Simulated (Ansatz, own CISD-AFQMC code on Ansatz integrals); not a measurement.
CH4OSi, SMILES `C[SiH]=O` (charge 0, multiplicity 1).

Cartesian coordinates (Å):
```xyz
7

C     -0.8379    -0.0159     0.0020
Si     1.0131     0.0823    -0.0240
O      1.8466     1.2921    -0.4177
H     -1.1779    -0.8253    -0.6504
H     -1.1839    -0.2537     1.0121
H     -1.2882     0.9214    -0.3211
H      1.6281    -1.2009     0.3991
```
Charge 0, multiplicity 1.

Frozen-core correlation energies in cc-pVDZ at a geometry from B3LYP-D3(BJ)/def2-TZVP, on an HF energy of -403.98283 Ha (<S^2> = 0.00). Wave-function levels are from Ansatz, the walk from an own CISD-AFQMC code on Ansatz integrals (time step 0.005/Ha, trial state from CCSD amplitudes, largest double 0.08).

```json
[
 {"level": "MP2", "correlation energy (mHa)": "-431.8"},
 {"level": "CCSD", "correlation energy (mHa)": "-458.0"},
 {"level": "CCSD(T)", "correlation energy (mHa)": "-472.3"}
]
```

Problem. What correlation energy does phaseless AFQMC give, and where does it lie among these levels?

Solution. -473.6 ± 0.4 mHa (one standard error). AFQMC minus each level: MP2 -41.8 mHa, CCSD -15.6 mHa, CCSD(T) -1.4 mHa.
